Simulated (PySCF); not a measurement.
**A small calculation by hand: oscillator strength and radiative lifetime**

C4H4F2O2, SMILES COC(=O)/C(F)=C/F.

The structure is a stationary point at B3LYP-D3(BJ)/def2-SVP. Other conformers were not sampled.

TDA-PBE0/def2-SVPD run with PySCF puts the first singlet state with f over 0.02 at 6.31 eV (vertical), with the transition dipole (-0.201, -1.631, 0.000) in atomic units.

Question: Find the oscillator strength, the wavelength and the radiative lifetime that this transition would have in vacuum if emission retraced absorption.

Answer: 
|μ|² = 2.7006 au, so |μ| = 4.18 D. ΔE = 6.31/27.211 = 0.2319 hartree. f = (2/3) ΔE |μ|² = 0.417 (the program prints 0.417).
λ = 1239.84/6.31 = 196 nm; ν = 50894 cm⁻¹.
Einstein's coefficient A = 0.6670 ν² f s⁻¹ (ν in cm⁻¹) = 7.2e8 s⁻¹, so τ = 1/A = 1.4 ns. This state is S2; the lower singlet has f = 0.000. The figure is the radiative limit of this one transition; relaxation, internal conversion, crossing to triplets and a medium change what is measured.
